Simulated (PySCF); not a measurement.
# C6H8N: g tensor and hyperfine couplings

C6H8N (doublet state).
Structure used (GFN2-xTB), in Å, numbered top down from 1:
```xyz
15
C6H8N angstrom
C      2.8087   -0.5324    0.4482
C      1.3897   -0.3131    0.2691
C      0.2072   -0.1539    0.1477
C     -1.2089    0.1009   -0.0702
C     -1.8263   -0.9769   -0.9723
C     -1.4404    1.4530   -0.6371
N     -0.7544    2.4764   -0.5414
H      2.9869   -1.1351    1.3389
H      3.3185    0.4243    0.5611
H      3.2187   -1.0511   -0.4183
H     -1.7269    0.0936    0.8997
H     -2.8857   -0.7805   -1.1213
H     -1.7074   -1.9580   -0.5183
H     -1.3302   -0.9814   -1.9404
H     -1.0539    3.3422   -0.9729
```

The hyperfine couplings belong to this conformer and change with its torsions.

The species is `[H]/N=[C]/[C@@H](C)C#CC` [radical].

The calculation used UKS B3LYP, pcH-1 on C H N, non-relativistic, mean-field spin-orbit, GIAO in PySCF 2.14.0. Isolated species at its GFN2-xTB geometry (one conformer only). Couplings are sensitive to structure, and on GFN2-xTB geometries they can be far from those on DFT ones. The SCF solution wasn't tested for stability.

```
g1, g2, g3                      : 1.99892, 2.00211, 2.00298
g_iso                           : 2.00133
Form of g                       : rhombic: the two nearest values differ by 21 % of g3 − g1
⟨S²⟩                            : 0.7530 (exact 0.7500)
HOMO–LUMO gap, α and β orbitals : 5.01, 5.17 eV
Total energy                    : -288.09240 Eh
Basis functions                 : 255
```

Hyperfine couplings atom by atom, in MHz; T1 to T3 are the principal values of the dipolar part; ρ(0) is the spin density at the nucleus:

| atom | isotope | a_iso | T1 | T2 | T3 | Mulliken spin population | ρ(0) (bohr⁻³) |
| --- | --- | --- | --- | --- | --- | --- | --- |
| C1 | 13C | -0.8 | -0.3 | -0.1 | 0.3 | 0.00 | -0.0007 |
| C2 | 13C | 10.6 | -3.2 | -1.7 | 4.8 | 0.04 | 0.0094 |
| C3 | 13C | 32.4 | -3.4 | -1.9 | 5.4 | 0.01 | 0.0288 |
| C4 | 13C | 101.2 | -8.7 | -7.7 | 16.4 | 0.01 | 0.0900 |
| C5 | 13C | 18.4 | -1.4 | -1.2 | 2.7 | 0.01 | 0.0164 |
| C6 | 13C | 234.5 | -60.2 | -53.7 | 113.9 | 0.72 | 0.2086 |
| N7 | 14N | 8.6 | -16.8 | -13.0 | 29.8 | 0.17 | 0.0266 |
| H8 | 1H | 3.4 | -0.6 | -0.6 | 1.1 | 0.00 | 0.0008 |
| H9 | 1H | 3.4 | -0.8 | -0.5 | 1.3 | 0.00 | 0.0008 |
| H10 | 1H | -0.2 | -0.6 | -0.5 | 1.1 | 0.00 | 0.0000 |
| H11 | 1H | -4.8 | -6.9 | -4.8 | 11.7 | 0.00 | -0.0011 |
| H12 | 1H | -0.4 | -4.3 | -2.8 | 7.1 | 0.01 | -0.0001 |
| H13 | 1H | -1.0 | -1.9 | -1.5 | 3.5 | 0.00 | -0.0002 |
| H14 | 1H | -0.5 | -3.2 | -2.6 | 5.9 | 0.00 | -0.0001 |
| H15 | 1H | 136.7 | -16.8 | -9.2 | 26.0 | 0.03 | 0.0306 |

Largest spin populations (Mulliken): C6 (+0.72) and N7 (+0.17).

Under fast tumbling the dipolar parts average out, and these isotropic splittings remain: 1 × 1H (H15, I = 1/2, 2 lines) with 4.88 mT, 1 × 14N (N7, I = 1, 3 lines) with 0.31 mT, 1 × 1H (H11, I = 1/2, 2 lines) with 0.17 mT and 3 × 1H (H8/H9/H10, I = 1/2, 4 lines) with 0.08 mT.

Nuclei that the bonding pattern makes equivalent are averaged, as if the motion that swaps them (rotation, inversion, ring flip) were fast.

The 13C coupling of C6 (234.5 MHz) shows only in satellite lines or after enrichment, since that isotope makes up about 1.07 % of natural carbon.

β density exceeds α density at some nuclei, such as H11 (-0.0011), spin density in bohr⁻³. In a single determinant that takes different orbitals for the two spins, that is spin polarisation.
